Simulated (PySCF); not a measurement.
F2OTa, charge +1, multiplicity 1. Atoms are numbered in the order given.

```xyz
4

Ta    -0.1840    -0.0359     0.0000
O      0.6146    -1.5196     0.0000
F      0.4729     0.8211     1.4659
F      0.4729     0.8211    -1.4659
```
Charge +1, spin multiplicity 1.

Coordinates come from a r2SCAN-D4/def2-TZVP optimisation. The multiplicity is an assumed one; other spin states were not compared. The isomer is the one that the SMILES or the coordinates give; other isomers of the formula were not compared. The def2 effective core potentials stand for the cores of Ta; spin–orbit coupling is left out.

These are PBE/def2-TZVPD in PySCF values and carry that method's errors.

Symmetry labels are those of the subgroup Cs that the program uses (full group Cs).

Computed valence orbital energies around the gap with their symmetry:
| orbital | symmetry | energy (eV) |
|---|---|---|
| HOMO−7 | A' | -18.35 |
| HOMO−6 | A' | -17.74 |
| HOMO−5 | A" | -17.71 |
| HOMO−4 | A' | -17.48 |
| HOMO−3 | A" | -16.84 |
| HOMO−2 | A' | -15.67 |
| HOMO−1 | A' | -15.22 |
| HOMO | A" | -15.02 |
| LUMO | A' | -11.29 |
| LUMO+1 | A" | -9.74 |
| LUMO+2 | A' | -9.27 |
| LUMO+3 | A' | -7.70 |
